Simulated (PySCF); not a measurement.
Electronic structure of Tc (technetium, neutral) at the UHF level

Configuration: [Kr] 4d4 5s2 5p1, one real determinant (an excited configuration). Calculation: PySCF 2.14, in x2c-TZVPPall; scalar relativity by spin-free X2C-1e.

| Item | Value |
| --- | --- |
| Total energy | -4282.796207 hartree |
| One-electron energy | -5896.8964 hartree |
| Hartree (Coulomb) energy | 1741.3674 hartree |
| Exchange energy | -127.2672 hartree |
| ⟨S²⟩ | 8.7892 |
| ⟨L²⟩ | 7.999 |
| Sum of ⟨r⟩ | 34.49 bohr |
| Sum of ⟨r²⟩ | 71.50 bohr² |
| Traceless quadrupole moment −½Σ⟨3z² − r²⟩ along its main axis | -7.30 e·bohr² |
| Langevin diamagnetic susceptibility | -56.6 ×10⁻⁶ cm³/mol |

| shell | electrons | mean orbital energy (eV) | spread (eV) | rms radius, mean of both spins (bohr) |
| --- | --- | --- | --- | --- |
| 1s α | 1 | -21163.8 | 0 | 0.0394 |
| 1s β | 1 | -21163.8 | 0 | 0.0394 |
| 2s α | 1 | -3102.0 | 0 | 0.162 |
| 2s β | 1 | -3100.9 | 0 | 0.162 |
| 2p α | 3 | -2771.1 | 0.023 | 0.144 |
| 2p β | 3 | -2770.1 | 0.219 | 0.144 |
| 3s α | 1 | -578.70 | 0 | 0.442 |
| 3s β | 1 | -578.13 | 0 | 0.442 |
| 3p α | 3 | -467.00 | 0.363 | 0.446 |
| 3p β | 3 | -466.32 | 0.382 | 0.446 |
| 3d α | 5 | -286.24 | 0.992 | 0.435 |
| 3d β | 5 | -284.74 | 0.484 | 0.435 |
| 4s α | 1 | -98.221 | 0 | 1.12 |
| 4s β | 1 | -91.967 | 0 | 1.12 |
| 4p α | 3 | -65.150 | 1.000 | 1.25 |
| 4p β | 3 | -56.988 | 1.195 | 1.25 |
| 4d α | 4 | -18.388 | 0.793 | 1.71 |
| 5s α | 1 | -10.319 | 0 | 3.47 |
| 5s β | 1 | -7.385 | 0 | 3.47 |
| 5p α | 1 | -5.284 | 0 | 4.49 |

⟨L²⟩ = 8.00 against 12 for a pure F term, so this real determinant mixes terms.

Densities and radii are taken from the X2C orbitals without a picture-change correction, which distorts them close to the nucleus.

Spin-orbit constants ζ (cm⁻¹) from the X2C one-electron operator on these orbitals: bare nucleus, nucleus screened by l(l+1)(2l+1)/3 electrons, and screened by the Breit-Pauli mean field of the electrons.

```csv
shell,bare,screened nucleus,mean field
2p,642100,612300,598900
3p,108800,103700,101100
3d,15620,11990,11420
4p,15000,14310,13900
4d,1295,994.0,917.6
5p,955.4,910.9,882.3
```

To first order the Landé constant is A = 181.2 cm⁻¹, so the lowest level has J = 1/2 and lies 0.225 eV below the centre of the term. This holds in LS coupling only.
